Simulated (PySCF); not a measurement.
In(Cl)2(Br), SMILES [Cl][In]([Cl])[Br] (BrCl₂In) at its PBE0/def2-SVP optimised geometry (Å):

```
4

In    -0.6308     0.0021     0.0000
Cl    -1.8147    -1.9977     0.0021
Cl    -1.8218     1.9977     0.0000
Br     1.8218     0.0021     0.0000
```

Level of theory: PBE0/def2-TZVP, def2 effective core potentials past Kr (PySCF). The core electrons that the potentials of In replace are not part of the density. Cells within 0.4 Å of a nucleus heavier than hydrogen are left out (blank, or x).

Map of the HOMO amplitude (bohr^(-3/2)) on the plane z = 0.0 Å; orbital energy -8.99 eV, overall sign arbitrary:

```
|5555555555544444445555555554444|
|5555555555544444455555555555544|
|5555555555444444455555555555555|
|5555555555444444555555555555555|
|5555555555444444555555555555555|
|5555555555444444555555555555555|
|5555556654444444555555555555555|
|5555556xxx334444555555555555555|
|5555556xxx334445555555555555555|
|5555555544334445555666666555555|
|5555555544444445556667776655555|
|5555555544444445556778887665555|
|5555555444444445566789998765555|
|5555555545555444556799998765555|
|555555555556xx3455667xx57655555|
|444444444444xxx444444xxx4444444|
|444444444443xx6544332xx42344444|
|4444444454444555443200001234444|
|4444444455555554433210001234444|
|4444444455555554443221112334444|
|4444444455555554443322223344444|
|4444444455665554444333333444444|
|4444443xxx665554444444444444444|
|4444433xxx665554444444444444444|
|4444443345555555444444444444444|
|4444444444555555444444444444444|
|4444444444555555444444444444444|
|4444444444555555444444444444444|
|4444444444455555444444444444444|
|4444444444455554444444444444444|
|4444444444444544444444444444444|
```
Scale: ten equal steps from -0.222 (start of '0') to 0.223 (end of '9'), in the order '0123456789'; x runs from -4.00 to 4.00, y from -4.00 (bottom) to 4.00 (top).
